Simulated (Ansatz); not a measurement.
`[OH][Ga]([F])[Cl]` → H• + `[O][Ga]([F])[Cl]`•  (homolysis of the H–O bond)

Computed with Ansatz on PBE0-D4/def2-TZVP structures; ΔE is electronic, products minus reactants. CCSD(T)/CBS is the MP2 limit (def2-TZVPP, def2-QZVPP) plus CCSD(T) − MP2 in def2-TZVPP, frozen cores. This one scheme is used for every species, atoms too. DFT in def2-TZVPP. HSE06 is defined as in plane-wave codes. No spin–orbit coupling; open shells (•) take unrestricted orbitals. Bonds to Ga are less sure, by a few kJ/mol each and by 10 to 20 or more in all where they break to atoms, as the def2 sets lack core-valence functions. Scalar relativity is left out up to krypton. One conformer a species, not always the lowest.

```csv
level,ΔE (kJ/mol),difference from CCSD(T)/CBS
revPBE-D4,503.8,-34.6
BHLYP-D4,498.2,-40.2
CAM-B3LYP-D4,519.1,-19.3
ωB97X-V,517.2,-21.2
BLYP,507.0,-31.4
r2SCANh,507.5,-30.9
HSE06,510.0,-28.4
HF/def2-SVP,374.2,-164.2
CCSD/def2-TZVPP,516.3,-22.1
HF/def2-QZVPP,375.2,-163.2
CCSD(T)/CBS,538.4,0
```

Largest T1 diagnostic among the species: 0.014.

Leaving LDA and LC-ωPBE aside and taking each functional with its dispersion term where it has one, the values, not all of them listed here, spread over 25.6 kJ/mol, from BHLYP-D4 to ωB97M-V. LDA lies +74.1 kJ/mol from PBE without D4, its usual overbinding. At CCSD(T), def2-SVP lies −38.4 kJ/mol from the extrapolated value and def2-TZVPP −15.5 kJ/mol: correlation converges slowly with the basis, and small sets miss more of it in the bonded molecule than in its fragments. From BLYP to BHLYP (50 % exact exchange), in def2-TZVPP and without D4, ΔE moves by −10.2 kJ/mol: exact exchange takes away binding that semilocal exchange gives to molecules.
